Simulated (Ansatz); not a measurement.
Reaction (substitution at a C–Sb bond): `C[CH](S)[SbH2]` + CH₃OH → `COC(C)S` + `[SbH3]`

Computed with Ansatz on PBE0-D4/def2-TZVP structures; ΔE is electronic, products minus reactants. CCSD(T)/CBS is the MP2 limit (def2-TZVPP, def2-QZVPP) plus CCSD(T) − MP2 in def2-TZVPP, frozen cores. This one scheme is used for every species. DFT in def2-TZVPP. B3LYP here is the variant with VWN-RPA as its local correlation; programs differ in this. def2 core potentials past Kr. For Sb outer-core shells are correlated without core-valence functions, which leaves a few kJ/mol of doubt a bond. One conformer a species, not always the lowest.

| level | ΔE (kJ/mol) |
| --- | --- |
| B3LYP-D4 | 13.8 |
| ωB97X-V | 9.4 |
| B2PLYP | 15.2 |
| SCS-MP2/def2-TZVPP | 25.6 |
| CCSD/def2-TZVPP | 17.3 |
| MP2/def2-QZVPP | 36.4 |
| SCS-MP2/def2-QZVPP | 30.9 |
| MP2/CBS(def2) | 39.8 |

What does CCSD(T)/CBS give? (Best estimate.)

The calculation gave: +27.4 kJ/mol. The listed levels differ from it by -13.6, -18.0, -12.2, -1.8, -10.1, 9.0, 3.5, 12.4 kJ/mol.

Largest T1 diagnostic among the species: 0.014.

The D4 term adds +5.5 kJ/mol with B3LYP and +2.7 kJ/mol with PBE0; it sums over pairs of atoms, weighted by their polarisabilities, and B3LYP, whose exchange is more repulsive, gets the larger term. In def2-TZVPP, CCSD(T) changes the Hartree–Fock value by +14.0 kJ/mol (the triples alone add +1.1 kJ/mol) and MP2 by +26.3 kJ/mol.
